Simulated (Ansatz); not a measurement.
Cost and result for the atomization energy of FH5O2Si2, SMILES `O[SiH](O)[SiH2]F` (10 atoms, 9 bonds).

Cartesian coordinates in Å:
```
O 1.0310 -0.2178 1.6001
Si -0.2021 0.2764 0.6382
O -1.5667 -0.5835 0.9747
Si 0.5899 -0.1733 -1.5256
F -0.5283 0.3004 -2.5840
H 0.9174 -0.1778 2.5515
H -0.5229 1.7203 0.8545
H -2.3860 -0.0952 1.0620
H 1.8376 0.5749 -1.8329
H 0.8300 -1.6245 -1.7384
```

Charge 0, multiplicity 1. The structure was optimised at the PBE0-D4/def2-TZVP level. It is one conformer, not always the lowest. Program: Ansatz. All runs use 4 threads of an AMD EPYC 9R45 on a shared host. Times are those of one run each, without the atoms' runs, and a repeat can differ threefold. Electronic energies, without spin–orbit coupling; frozen cores. CCSD(T)/CBS adds CCSD(T) − MP2 in def2-TZVPP to the MP2 limit, and its time is that of the two runs behind it. T1 = 0.012. B3LYP takes the VWN-RPA correlation (the form of Gaussian; ORCA's B3LYP/G).

CCSD(T)/CBS is a level of theory with its own doubt, some kJ/mol a heavy atom from the limit and from the frozen cores, so smaller differences don't rank the functionals.

```tsv
level	functions	wall time	atomization (kJ/mol)	difference from CCSD(T)/CBS	per bond
PBE-D4/def2-TZVPP (with forces)	247	0.85 s	3639.5	-15.1	-1.7
PBE0-D4/def2-TZVPP	247	1.1 s	3568.1	-86.5	-9.6
r2SCAN-D4/def2-TZVPP (with forces)	247	1.4 s	3626.5	-28.1	-3.1
B3LYP-D4/def2-TZVPP (with forces)	247	1.6 s	3607.4	-47.2	-5.2
B2PLYP/def2-TZVPP	247	1.8 s	3582.7	-71.9	-8.0
ωB97X-V/def2-TZVPP	247	2.2 s	3645.0	-9.6	-1.1
ωB97M-V/def2-TZVPP (with forces)	247	3 s	3632.0	-22.6	-2.5
MP2/def2-QZVPP	461	6 s	3688.3	33.7	3.7
CCSD(T)/def2-TZVPP	247	37 s	3535.8	-118.8	-13.2
CCSD(T)/CBS(def2)	–	43 s	3654.6	0.0	0.0
```

In def2-TZVPP, CCSD(T) changes the Hartree–Fock value by +907.7 kJ/mol (the triples alone add +48.7 kJ/mol) and MP2 by +988.1 kJ/mol; breaking electron pairs costs correlation energy, which Hartree–Fock lacks. From PBE to PBE0 (25 % exact exchange), in def2-TZVPP and without D4, the atomization energy moves by −68.4 kJ/mol: exact exchange takes away binding that semilocal exchange gives to molecules. The D4 term adds +32.5 kJ/mol with B3LYP and +17.0 kJ/mol with PBE0; it sums over pairs of atoms, weighted by their polarisabilities, and B3LYP, whose exchange is more repulsive, gets the larger term.
